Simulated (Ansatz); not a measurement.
```xyz
14

H     2.1869   -0.1374   -0.1280
H     1.8893    1.1422    0.0133
H     1.3191    1.7454    0.1435
H     0.6142    2.1615   -0.0958
H    -0.4775    2.2167   -0.0235
H    -1.3157    1.7379   -0.0698
H    -1.8551    1.0353   -0.0565
H    -2.1920   -0.1218   -0.0704
H    -2.1261   -1.0615    0.1140
H    -1.2690   -1.7655    0.1242
H    -0.5073   -2.2656    0.0556
H     0.3423   -2.3067   -0.0532
H     1.5714   -1.6935   -0.0855
H     1.9950   -0.9541   -0.0773
```

Basis set: cc-pVDZ (spherical functions). All electrons are correlated. Charge 0, multiplicity 1.

Computed with Ansatz (development build ahead of 0.2.0); each method stands on the lowest determinant of its kind that the runs found. Restricted open shells among the atoms or ions are ROHF, correlated in semicanonical orbitals with singles.

Question: Give the atomization energy at this shape (free ground-state atoms in the same class of orbitals less the molecule, no zero-point energy) of singlet H14 by RHF-MP2, RHF.

Answer:

```json
{"method": "RHF-MP2", "atomization energy": "481.82 kcal/mol"}
{"method": "RHF", "atomization energy": "304.99 kcal/mol"}
```

Caution: stretched shape with no unrestricted run beside it, a lower state can exist. Caution for RHF-MP2: bonds are stretched, where a single reference can fail.
